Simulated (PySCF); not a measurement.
# Copper: a sound run and one with changed settings

Sound run: Cu⁺ [Ar] 3d10, Cu²⁺ [Ar] 3d9. Calculation: PySCF 2.14, in aug-cc-pVDZ-DK (7s6p4d2f, 59 functions); scalar relativity by spin-free X2C-1e. In the sound run the correlated levels freeze [Ar]. The sound run starts from symmetry-adapted Hartree-Fock orbitals and uses a fine grid where one is needed.

A second run was set up differently.

```json
{"species": "Cu⁺", "method": "MP2", "sound run (hartree)": "-1653.33166", "changed run (hartree)": "-1653.57531", "converged": "yes"}
{"species": "Cu²⁺", "method": "MP2", "sound run (hartree)": "-1652.57123", "changed run (hartree)": "-1652.79497", "converged": "yes"}
```

Ionisation energy of Cu⁺:

| method | sound run (eV) | changed run (eV) |
| --- | --- | --- |
| UHF | 17.177 | 17.177 |
| MP2 | 20.692 | 21.234 |
| SCS-MP2 | 20.254 | 20.675 |

Question: What was changed?
A. all electrons correlated in a valence basis
B. basis contracted for another Hamiltonian
C. too few SCF iterations
D. a valence shell is frozen

Answer: A. A valence basis has no tight correlating functions, so it recovers only part of the core correlation, and not evenly between atom and ion.
